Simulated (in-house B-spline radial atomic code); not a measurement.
# PBE0 excitations of Pd

Method: PBE0. Computed with a B-spline radial code for spherical atoms: linear response of the closed shell [Kr] 4d10 with the functional's adiabatic kernel; non-relativistic, point nucleus, no spin-orbit coupling, no double excitations, S, P, D and F terms only; shells from n = 2 respond. Only terms of natural parity with L up to 3 were computed.

Without relativity these are model numbers for so heavy an element.

Command:
```bash
python run_td.py task.json out
```
Settings (radii: box in bohr, nucleus in fm):
```
Z                        46
electrons                46
configuration            [Kr] 4d10
hamiltonian              nr
method                   pbe0
box_radius               75
intervals                61
```

Cost of the run: 6.3 s on 1 thread of Arm Neoverse N1, on a shared host.

The lowest states, in the order of their Tamm-Dancoff energies; the method's threshold (minus the highest occupied level) is 5.509 eV. Labels give the largest channel, * marks a mixed state, and oscillator strengths are full-response dipole values. Semilocal kernels can invert the small singlet-triplet splittings of Rydberg terms. Energies in eV:

```csv
state,full response,Tamm-Dancoff,oscillator strength
4d → 5s 3D,1.348,1.403,-
4d → 5s 1D,1.846,1.866,-
4d → 5p 3P,4.210,4.234,-
4d → 5p 3F,4.299,4.315,-
4d → 5p 1F,4.407,4.410,-
4d → 5p 1P,?,?,?
4d → 6s 3D,5.124,5.126,-
4d → 6s 1D,?,?,-
```

Question: Where does 4d → 6s 1D lie?

Answer: At 5.146 eV in full response, 5.147 eV in Tamm-Dancoff.

Question: Where does 4d → 5p 1P lie?

Answer: At 4.671 eV in full response, 4.709 eV in Tamm-Dancoff, oscillator strength 0.272.

Question: How large is the singlet-triplet splitting of 4d → 5s (D terms) in Tamm-Dancoff?

Answer: 0.463 eV, from the unrounded values.

Question: What polarisabilities and dispersion coefficient does the method give?

Answer: Dipole 25.25 bohr³, quadrupole 359.3 bohr⁵, C6 178.3 hartree·bohr⁶ for two such species. Recommended dipole value: 26.14 ± 0.1 bohr³ (Schwerdtfeger and Nagle, table of static dipole polarizabilities (2023 update)), which includes relativity and correlation.
